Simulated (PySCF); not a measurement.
Here is a job for PySCF.
```python
from pyscf import gto, scf, dft

mol = gto.M(
    atom='''
Cl   -0.000000   -0.000000   -0.073948
H     0.000000    0.000000    1.257119
''',
    basis='pcseg-1',
    charge=1,
    spin=1,
    verbose=4,
)

mf = dft.UKS(mol)
mf.xc = 'pbe0'
mf.kernel()
```

Problem. What does this run give for the <S^2>, number of basis functions, Mulliken (on the basis functions themselves) charges in atom order, total energy, nuclear repulsion energy?

Solution. 
```yaml
"<S^2>": 0.753
number_of_basis_functions: 23
Mulliken (on the basis functions themselves) charges in atom order: Cl1 0.64, H2 0.36
total_energy: -460.1636 Eh
nuclear_repulsion_energy: 6.7585 Eh
```

These values belong to the state on which the SCF converged, which isn't shown to be the lowest.
